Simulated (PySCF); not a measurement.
## Au²⁺: ionisation energy

Au²⁺ [Xe] 4f14 5d9 (2D) → Au³⁺ [Xe] 4f14 5d8 (3F), as a difference of total energies. All numbers are calculated (PySCF 2.14, the spin-free X2C one-electron Hamiltonian (Gaussian nucleus), in x2c-TZVPPall with one added diffuse shell each of s, p, d, f type (12s8p8d4f1g, 113 functions)). Correlated levels: valence and next inner shell: [Kr] 4d10 4f14 frozen. The calculations carry no spin-orbit coupling.

```csv
method,ionisation energy (eV)
UHF,30.881
MP2 (valence and next inner shell),32.635
SCS-MP2 (valence and next inner shell),32.440
CCSD (valence and next inner shell),32.364
CCSD(T) (valence and next inner shell),32.451
```

Question: How much does correlation contribute at CCSD(T) (valence and next inner shell)?

Answer: 32.451 − (30.881) = 1.570 eV, measured against UHF.

A first-order spin-orbit estimate (lowest level to lowest level, LS coupling) adds -0.420 eV.

Errors of the correlated levels include the incompleteness of this basis and the frozen core.

For comparison: 30 ± 1.6 eV (theoretical estimate listed by NIST; NIST Atomic Spectra Database, ionization energies).
